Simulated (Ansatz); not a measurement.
`[OH][GaH2]` + H₂S → `[SH][GaH2]` + H₂O at 500 K and 1 bar (ligand exchange at a Ga–O bond).

Calculated with Ansatz (gas phase, PBE0-D4/def2-TZVP geometries, no zero-point term in ΔE). CBS: MP2 limit from def2 TZ/QZ plus the TZ coupled-cluster correction, frozen cores. This one scheme is used for every species. For Ga outer-core shells are correlated without core-valence functions, which leaves a few kJ/mol of doubt a bond. Scalar relativity is left out up to krypton.

```
     species  CCSD(T)/CBS energy (Eh)  H − E (kJ/mol)  S (J/(mol·K))
`[OH][GaH2]`              -2000.92981            96.0          296.8
         H₂S               -398.97279            57.0          224.0
`[SH][GaH2]`              -2323.53734            87.2          313.7
         H₂O                -76.37941            73.2          206.3
```

H − E and S are ideal-gas, rigid-rotor, harmonic terms from PBE0-D4/def2-TZVP. 1 Eh = 2625.50 kJ/mol, R = 8.31446 J/(mol·K).

**Question.** By hand: ΔE, ΔH, ΔS and ΔG.

**Answer.** ΔE = (-2323.53734) + (-76.37941) − (-2000.92981) − (-398.97279) = -0.01415 Eh = -37.2 kJ/mol. Δ(H − E) = 87.2 + 73.2 − 96.0 − 57.0 = 7.4, so ΔH = -29.8 kJ/mol. ΔS = 313.7 + 206.3 − 296.8 − 224.0 = -0.8 J/(mol·K). ΔG = -29.8 − 500 × (-0.8)/1000 = -29.4 kJ/mol.

**Question.** By hand: the equilibrium constant, and the temperature at which ΔG would vanish if ΔH and ΔS stayed fixed.

**Answer.** log₁₀ K = −ΔG/(RT ln 10) = 3.1. ΔG = 0 at ΔH/ΔS = 37250 K, far beyond where these terms or the molecules hold.

The number of gas molecules stays the same, so ΔS is small and ΔH decides. A doubt of 5 kJ/mol in ΔE shifts log₁₀ K by 0.5 here. These are equilibria of isolated gas molecules and say nothing of rates. Largest T1 diagnostic: 0.015 (customary marks: 0.02 for closed shells, 0.045 for open ones).
